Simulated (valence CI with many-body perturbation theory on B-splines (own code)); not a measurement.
In²⁷⁺: M1 decay

Level of theory: configuration interaction combined with many-body perturbation theory (CI+MBPT): four valence electrons over a frozen Dirac-Fock core [Ar], radial functions for each j: 9 s, 9 p, 10 d, 8 f, 5 g, 3 h, 1 i, with the one-electron correlation potential Σ1 (screened to all orders), the two-electron term Σ2, the three-electron term Σ3, Breit, model QED; selected single and double excitations, second order for the rest (own B-spline code, finite nucleus).

No measured spectrum was set against this ion. As an estimate, large intervals hold to a few tenths of a per cent, small ones and those within an open d or f shell to about a per cent. Core correlation moves these levels by up to 8900 cm⁻¹, and in measured spectra 5 to 20 % of such shifts remained as error; rates that hang on mixing are uncertain with them. Only levels of the ground parity were solved; by the run's estimate the other parity begins above the list, which can be wrong where configurations are misplaced.

Lines 1 to 50 of 120 in falling wavelength, among levels below 600130 cm⁻¹, chosen from the decays that carry over 1 % of a level's rate. Wavelengths and rates use the calculated energies. Weak lines are less certain than strong ones. Lines between different terms over intervals too small for the method are left out, as are lines whose strength nearly cancels. Branching is blank where the lifetime is uncertain.

Names give the largest LS component (configuration and term), which can be under half, so a name can repeat, a term be missing and a line seem to break the LS rules; names also repeat where a configuration has a term twice. Letters in brackets count levels of one name in rising energy.

| λ vac (Å) | Upper | Lower | Type | A (s⁻¹) | Branch % |
| --- | --- | --- | --- | --- | --- |
| 16860 | 3d4 5D_4 | 3d4 5D_3 | M1 | 3.67e+00 | 100.0 |
| 8069 | 3d4 3H_6 | 3d4 3H_5 | M1 | 2.15e+01 | 99.8 |
| 5345 | 3d4 5D_3 | 3d4 5D_2 | M1 | 2.47e+02 | 100.0 |
| 4545 | 3d4 3G_3 | 3d4 3H_4 | M1 | 6.99e+01 | 1.0 |
| 3827 | 3d4 3P_2 [c] | 3d4 3P_2 [b] | M1 | 1.35e+02 | 1.1 |
| 3520 | 3d4 5D_2 | 3d4 5D_1 | M1 | 1.01e+03 | 100.0 |
| 3404 | 3d4 3G_4 | 3d4 3H_5 | M1 | 1.93e+01 | 1.0 |
| 3166 | 3d4 3D_2 | 3d4 3P_1 [a] | M1 | 3.42e+02 | 14.2 |
| 3093 | 3d4 3H_5 | 3d4 3H_4 | M1 | 5.05e+02 | 22.3 |
| 2803 | 3d4 3P_2 [b] | 3d4 3D_1 | M1 | 3.19e+02 | 2.1 |
| 2726 | 3d4 3F_4 [b] | 3d4 3G_5 | M1 | 1.76e+02 |  |
| 2584 | 3d4 3F_3 [a] | 3d4 3G_4 | M1 | 2.28e+02 |  |
| 2546 | 3d4 5D_1 | 3d4 5D_0 [a] | M1 | 2.19e+03 | 100.0 |
| 2519 | 3d4 3G_4 | 3d4 3G_3 | M1 | 8.65e+02 | 46.7 |
| 2452 | 3d4 3P_2 [a] | 3d4 3D_2 | M1 | 2.42e+02 | 1.3 |
| 2384 | 3d4 3D_2 | 3d4 3F_2 [a] | M1 | 3.48e+02 | 14.4 |
| 2321 | 3d4 3F_3 [b] | 3d4 3P_2 [c] | M1 | 4.87e+02 |  |
| 2230 | 3d4 3P_1 [a] | 3d4 5D_0 [b] | M1 | 1.48e+03 | 10.1 |
| 2190 | 3d4 3D_2 | 3d4 3G_3 | M1 | 3.29e+01 | 1.4 |
| 2138 | 3d4 3H_4 | 3d4 5D_4 | M1 | 2.78e+03 | 78.7 |
| 2105 | 3d4 3F_4 [a] | 3d4 3H_5 | M1 | 6.66e+02 | 4.4 |
| 2032 | 3d4 3D_3 | 3d4 3F_2 [a] | M1 | 1.06e+02 | 1.7 |
| 1955 | 3d4 3P_2 [b] | 3d4 3P_2 [a] | M1 | 2.70e+02 | 1.7 |
| 1934 | 3d4 3F_4 [b] | 3d4 3F_3 [a] | M1 | 3.10e+02 |  |
| 1897 | 3d4 3H_4 | 3d4 5D_3 | M1 | 7.51e+02 | 21.3 |
| 1862 | 3d4 3G_5 | 3d4 3G_4 | M1 | 2.40e+03 | 31.6 |
| 1777 | 3d4 3D_1 | 3d4 3D_2 | M1 | 1.55e+03 | 6.1 |
| 1729 | 3d4 3F_4 [a] | 3d4 3G_3 | M1 | 5.00e+02 | 3.3 |
| 1689 | 3d4 3P_2 [b] | 3d4 3F_3 [a] | M1 | 4.90e+02 | 3.2 |
| 1621 | 3d4 3G_4 | 3d4 3H_4 | M1 | 8.26e+02 | 44.6 |
| 1602 | 3d4 3F_4 [c] | 3d4 3F_4 [b] | M1 | 4.72e+02 | 1.4 |
| 1567 | 3d4 1F_3 | 3d4 3P_2 [a] | M1 | 3.09e+02 |  |
| 1454 | 3d4 3G_3 | 3d4 5D_4 | M1 | 2.61e+02 | 3.8 |
| 1445 | 3d4 3F_3 [b] | 3d4 3P_2 [b] | M1 | 9.97e+02 |  |
| 1415 | 3d4 3G_5 | 3d4 3H_6 | M1 | 1.68e+03 | 22.1 |
| 1392 | 3d4 1F_3 | 3d4 3F_3 [a] | M1 | 1.58e+03 |  |
| 1384 | 3d4 3F_4 [b] | 3d4 3F_4 [a] | M1 | 2.50e+03 |  |
| 1382 | 3d4 3P_2 [a] | 3d4 3P_1 [a] | M1 | 8.94e+02 | 4.7 |
| 1339 | 3d4 3F_3 [a] | 3d4 3F_2 [a] | M1 | 5.71e+03 |  |
| 1338 | 3d4 3G_3 | 3d4 5D_3 | M1 | 3.86e+03 | 56.3 |
| 1303 | 3d4 3F_3 [b] | 3d4 3F_4 [b] | M1 | 3.25e+03 |  |
| 1296 | 3d4 3F_4 [b] | 3d4 3D_3 | M1 | 1.21e+03 |  |
| 1294 | 3d4 3P_2 [c] | 3d4 3P_2 [a] | M1 | 3.00e+03 | 23.8 |
| 1276 | 3d4 3F_3 [a] | 3d4 3G_3 | M1 | 5.70e+03 |  |
| 1264 | 3d4 3H_5 | 3d4 5D_4 | M1 | 1.76e+03 | 77.7 |
| 1253 | 3d4 3F_4 [a] | 3d4 3H_4 | M1 | 9.29e+03 | 62.0 |
| 1243 | 3d4 1I_6 | 3d4 3H_6 | M1 | 3.58e+03 | 45.7 |
| 1209 | 3d4 3P_2 [a] | 3d4 3F_2 [a] | M1 | 1.84e+03 | 9.6 |
| 1204 | 3d4 3G_5 | 3d4 3H_5 | M1 | 2.50e+03 | 32.8 |
| 1181 | 3d4 3P_2 [b] | 3d4 3D_3 | M1 | 3.68e+03 | 23.7 |
